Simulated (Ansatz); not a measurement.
Geometry optimisation, RKS PBE0/def2-mTZVP in Ansatz 0.2.0.

Input:

```yaml
crystal:
  periodic: [false, false, false]
  atoms:
    - { symbol: Sn, position_ang: [-0.451779, 0.0, -0.456784] }
    - { symbol: Cl, position_ang: [0.012076, 0.0, 3.134908] }
    - { symbol: H, position_ang: [1.110453, 0.0, 0.220494] }
    - { symbol: H, position_ang: [-0.671496, 1.400901, -1.415555] }
    - { symbol: H, position_ang: [-0.671496, -1.400901, -1.415555] }
    - { symbol: H, position_ang: [-1.711757, 0.0, 0.733991] }
    - { symbol: H, position_ang: [-1.171802, 0.0, 2.516301] }
basis:
  gaussian: { orbitals: def2-mTZVP }
hamiltonian:
  xc: pbe0
relax:
  f_tol: 0.03
  max_steps: 50
output:
  orbitals: {}
```

Command:

```bash
$ ansatz run input.yaml --threads 1 --pin off --max-ram 2048MiB --backend cpu --events-out ev --progress --plain --runs-dir out
```

Where does it end, and by what steps?

It converged. The force dipped under the threshold on the way, but the program's further checks kept it going. After 30 steps the energy has fallen by 0.163 eV; Cl2 moved furthest, 1.44 Å.

```
step  energy less start (eV)  largest force component (eV/Å)  accepted
   0                  0.0000                           0.966       yes
   2                 -0.1176                           0.534       yes
   4                 -0.1360                           0.212       yes
   6                 -0.1390                           0.230       yes
   8                 -0.1167                           1.182        no
  10                 -0.1453                           0.445        no
  12                 -0.1496                           0.130       yes
  14                 -0.1510                           0.037       yes
  16                 -0.1534                           0.049       yes
  18                 -0.1553                           0.197       yes
  20                 -0.1580                           0.033       yes
  22                 -0.1596                           0.084       yes
  24                 -0.1609                           0.010       yes
  26                 -0.1617                           0.116       yes
  28                 -0.1621                           0.109       yes
  30                 -0.1625                           0.001       yes
```

```xyz
7
Properties=species:S:1:pos:R:3
Sn -0.301 0.000 -0.717
Cl -1.111 0.000 4.039
H 1.394 0.000 -0.903
H -0.982 1.403 -1.409
H -0.982 -1.403 -1.409
H -0.658 0.000 0.964
H -0.916 0.000 2.753
```

Whether the end is a true minimum wasn't checked by a vibrational analysis.

The run took 87 s on 1 thread of Arm Neoverse V1, on a shared host, peak memory 0.14 GiB.
